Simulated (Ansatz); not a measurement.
Consider the redistribution: `O[SiH2][SiH](F)S` + `BOB[SiH3]` → `O[SiH2][SiH]([SiH3])S` + `BOBF`.

Program: Ansatz. Geometries: PBE0-D4/def2-TZVP. ΔE: electronic, gas phase. CBS: MP2 limit from def2 TZ/QZ plus the TZ coupled-cluster correction, frozen cores. Functionals use def2-TZVPP. Each species was taken in one conformer, which may not be the lowest.

CCSD(T)/CBS gives -60.4 kJ/mol.

(1) Another level gave -66.1 kJ/mol. Which?
A. PBE/def2-TZVPP
B. PBE0-D4/def2-TZVPP
C. HF/def2-TZVPP
D. ωB97X-V/def2-TZVPP

Largest T1 diagnostic among the species: 0.013.

## Answers

(1) A. PBE -66.1, ωB97X-V -60.4, HF/def2-TZVPP -54.9, PBE0-D4 -71.5 kJ/mol.

In def2-TZVPP, CCSD(T) changes the Hartree–Fock value by −9.0 kJ/mol (the triples alone add −2.1 kJ/mol) and MP2 by −10.0 kJ/mol. The D4 term adds −6.5 kJ/mol with B3LYP and −3.8 kJ/mol with PBE0; it sums over pairs of atoms, weighted by their polarisabilities, and B3LYP, whose exchange is more repulsive, gets the larger term.

B3LYP here is the variant with VWN-RPA as its local correlation; programs differ in this.
